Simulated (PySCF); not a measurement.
Cl₅Si₂, multiplicity 2. Atoms are numbered in the order given.

```xyz
7

Cl     2.2283    -0.0466    -1.7047
Si     1.3230     0.7443     0.0000
Cl     2.2283    -0.0466     1.7047
Si    -0.9253     0.0089     0.0000
Cl    -1.0845    -2.0536     0.0000
Cl    -1.8498     0.7632     1.6883
Cl    -1.8498     0.7632    -1.6883
```
Charge 0, spin multiplicity 2.

The structure is a stationary point at PBE-D3(BJ)/def2-SVP. The isomer is the one that the SMILES or the coordinates give; other isomers of the formula were not compared. One conformer was computed; it need not be the lowest.

Calculation: PBE-D3(BJ)/def2-SVP run with PySCF.

Frequencies are harmonic and unscaled.

```json
[
 {"mode": "1", "ν (cm⁻¹)": "22", "IR (km/mol)": "0.0", "moving atoms (share of kinetic energy)": "Cl 98 %"},
 {"mode": "2", "ν (cm⁻¹)": "51", "IR (km/mol)": "0.5", "moving atoms (share of kinetic energy)": "Cl 97 %"},
 {"mode": "3", "ν (cm⁻¹)": "60", "IR (km/mol)": "0.6", "moving atoms (share of kinetic energy)": "Cl 93 %"},
 {"mode": "4", "ν (cm⁻¹)": "114", "IR (km/mol)": "0.0", "moving atoms (share of kinetic energy)": "Cl 97 %"},
 {"mode": "5", "ν (cm⁻¹)": "123", "IR (km/mol)": "0.2", "moving atoms (share of kinetic energy)": "Cl 88 %, Si 12 %"},
 {"mode": "6", "ν (cm⁻¹)": "162", "IR (km/mol)": "3.2", "moving atoms (share of kinetic energy)": "Cl 83 %, Si 17 %"},
 {"mode": "7", "ν (cm⁻¹)": "181", "IR (km/mol)": "1.4", "moving atoms (share of kinetic energy)": "Cl 80 %, Si 20 %"},
 {"mode": "8", "ν (cm⁻¹)": "188", "IR (km/mol)": "9.9", "moving atoms (share of kinetic energy)": "Cl 71 %, Si 29 %"},
 {"mode": "9", "ν (cm⁻¹)": "223", "IR (km/mol)": "17.2", "moving atoms (share of kinetic energy)": "Si 55 %, Cl 45 %"},
 {"mode": "10", "ν (cm⁻¹)": "338", "IR (km/mol)": "1.9", "moving atoms (share of kinetic energy)": "Cl 58 %, Si 42 %"},
 {"mode": "11", "ν (cm⁻¹)": "469", "IR (km/mol)": "147.5", "moving atoms (share of kinetic energy)": "Cl 51 %, Si 49 %"},
 {"mode": "12", "ν (cm⁻¹)": "561", "IR (km/mol)": "58.7", "moving atoms (share of kinetic energy)": "Si 64 %, Cl 36 %"},
 {"mode": "13", "ν (cm⁻¹)": "564", "IR (km/mol)": "9.1", "moving atoms (share of kinetic energy)": "Si 73 %, Cl 27 %"},
 {"mode": "14", "ν (cm⁻¹)": "590", "IR (km/mol)": "138.8", "moving atoms (share of kinetic energy)": "Si 67 %, Cl 33 %"},
 {"mode": "15", "ν (cm⁻¹)": "593", "IR (km/mol)": "180.5", "moving atoms (share of kinetic energy)": "Si 65 %, Cl 35 %"}
]
```
